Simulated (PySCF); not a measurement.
Si(OMe)(SH) (CH4OSSi), SMILES CO[Si]S (connectivity only; charge and spin as stated), neutral, multiplicity 1.

Geometry: ωB97X-D3(BJ)/def2-SVP. One conformer was computed; it need not be the lowest.

The numbers are results of B3LYP/def2-TZVP (PySCF), not measurements.

Computed frontier levels, gap, dipole moment and polarisability:
```json
{
  "highest_occupied_level": "-6.53 eV",
  "lowest_empty_level": "-1.81 eV",
  "orbital_gap": "4.73 eV",
  "dipole_moment": "1.56 D",
  "quadrupole, principal values (traceless, Buckingham form, about the centre of nuclear charge)": "-6.66, -1.54, 8.19 D·Å",
  "mean_static_polarisability": "66.0 bohr³ (9.78 Å³)",
  "polarisability_principal_values": "48.3, 58.6, 91.1 bohr³"
}
```
